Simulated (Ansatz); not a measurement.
methylenecyclopropane (C$_{4}$H$_{6}$), singlet, geometry from GFN2-xTB, with bond 7-3 at 2.4 times its length; CASSCF(6,5)/6-31G (Ansatz, a quantum-chemistry and plane-wave program).

The Ansatz input:
Ansatz 0.2 input:
```yaml
crystal:
  periodic: [false, false, false]
  atoms:
    - {symbol: C, position_ang: [-0.00129317, -0.00275161, 0.32081465]}
    - {symbol: C, position_ang: [0.00476049, -0.75084329, -0.93743343]}
    - {symbol: C, position_ang: [0.00274446, 0.76681235, -0.92442470]}
    - {symbol: C, position_ang: [-0.00656195, -0.01396254, 1.62791476]}
    - {symbol: H, position_ang: [-0.89706014, -1.26329903, -1.24208508]}
    - {symbol: H, position_ang: [0.91033734, -1.26096073, -1.23477960]}
    - {symbol: H, position_ang: [2.17285256, 2.00891673, -1.61691465]}
    - {symbol: H, position_ang: [-0.90044131, 1.28201754, -1.22026766]}
    - {symbol: H, position_ang: [-0.00762667, -0.93636207, 2.18656861]}
    - {symbol: H, position_ang: [-0.01006437, 0.89871900, 2.20229818]}
basis:
  gaussian:
    orbitals: 6-31G
hamiltonian:
  xc: hf
magnetization: {spin_polarized: false}
correlation: {active_space: {window: {electrons: 6, orbitals: 5}}}
```

What does Ansatz print? Leave out banner, timings and long lists.


```
Functional definition: HF
700 factors; integrals over basis functions are off by at most 2.6e-4 eV
mean field evaluation 1: about -4204.2330 eV, gradient 2.3e1 eV
mean field evaluation 2: about -4204.2362 eV, gradient 2.3e1 eV
mean field evaluation 4: about -4206.4569 eV, gradient 4.1e0 eV
mean field evaluation 8: about -4206.5415 eV, gradient 1.1e-1 eV
mean field -4206.54157435 eV, -154.5875515612 hartree, gradient 1.3e-6 eV, S^2 0.000000; 0 other end points of the search recorded, 0 dependent functions left out
reference -4206.54157435 eV, -154.5875515612 hartree; 15, 15 occupied and 33, 33 virtual orbitals, 700 factors
state -4210.03064712 eV, -154.7157726205 hartree
Total energy: -4210.03064712 eV, -154.7157726205 hartree
```
